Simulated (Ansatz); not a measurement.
Reaction (formal hydrolysis of the Si–F bond): `F[SiH]1C=C1` + H₂O → `O[SiH]1C=C1` + H–F

Gas-phase electronic energies from Ansatz, PBE0-D4/def2-TZVP geometries. CBS: MP2 limit from def2 TZ/QZ plus the TZ coupled-cluster correction, frozen cores. This one scheme is used for every species. Functionals use def2-TZVPP. Each species was taken in one conformer, which may not be the lowest.

`F[SiH]1C=C1`:

Z-matrix (Å, degrees):
```
Si
C 1 1.780
C 1 1.780 2 44.5
F 1 1.595 2 122.3 3 105.0
H 1 1.472 2 125.7 3 -107.1
H 2 1.084 1 158.3 3 -176.8
H 3 1.084 1 158.3 2 176.8
```

H₂O:

Z-matrix (Å, degrees):
```
O
H 1 0.960
H 1 0.960 2 105.1
```

`O[SiH]1C=C1`:

```xyz
8

O    -1.023   -1.249    1.175
Si   -0.754   -0.136    0.001
C     0.773    0.050   -0.914
C     0.597    1.039   -0.016
H    -0.259   -1.558    1.664
H    -2.090    0.133   -0.556
H     1.563   -0.179   -1.622
H     1.193    1.900    0.268
```

H–F:

Cartesian coordinates in Å:
```
F -0.051 -0.457 0.002
H 0.051 0.457 -0.002
```

```json
{"level": "r2SCAN0-D4", "ΔE (eV)": "0.39"}
{"level": "MP2/def2-SVP", "ΔE (eV)": "0.37"}
{"level": "SCS-MP2/def2-TZVPP", "ΔE (eV)": "0.38"}
{"level": "CCSD(T)/def2-TZVPP", "ΔE (eV)": "0.37"}
```

(1) What does CCSD(T)/CBS give? (An estimate is asked.)

Largest T1 diagnostic among the species: 0.012.

Answers

(1) Computed: +0.39 eV. The listed levels differ from it by 0.00, -0.02, -0.01, -0.02 eV.

In def2-TZVPP, CCSD(T) changes the Hartree–Fock value by −0.07 eV (the triples alone add −0.01 eV) and MP2 by −0.10 eV. Leaving LDA and LC-ωPBE aside and taking each functional with its dispersion term where it has one, the values, not all of them listed here, spread over 0.08 eV, from revPBE-D4 to B97M-V. LDA lies −0.04 eV from PBE without D4.
